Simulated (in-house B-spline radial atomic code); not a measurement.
A fraction x of an electron is removed from 6s in Ho⁺, starting from [Xe] 4f11 6s1 and keeping the highest spin. Computed with a radial B-spline atomic code at the basis-set limit: scalar-relativistic (X2C) PBEsol, spin-polarised, spherical fractional occupations, Fermi nucleus of rms radius 5.2022 fm.

```
   x  E(x) - E(0) (eV)  6s up level (eV)
   0            0.0000            -9.352
0.05            0.4742            -9.614
0.21            2.0793           -10.450
0.36            3.7055           -11.232
0.44            4.6207           -11.648
 0.5            5.3289           -11.960
 0.6            6.5509           -12.480
0.69            7.6953           -12.951
0.86            9.9739           -13.861
0.99           11.8210           -14.526
   1           11.9664                 -
```

The exact functional would give a straight line between the two integer points. Deviations E(x) - E(0) - x[E(1) - E(0)], in eV: -0.124 at x = 0.05, -0.434 at x = 0.21, -0.602 at x = 0.36, -0.645 at x = 0.44, -0.654 at x = 0.5, -0.629 at x = 0.6, -0.562 at x = 0.69, -0.317 at x = 0.86, -0.026 at x = 0.99.

The curve lies below the straight line by up to 0.654 eV (at x = 0.5): convex, the delocalisation error that favours fractional charges.

Problem. How well does Slater's transition state (minus the level at half occupation) give the ionisation energy?

Solution. It gives 11.960 eV against 11.966 eV from the two total energies; NIST lists 11.78 eV, ground level to ground level.
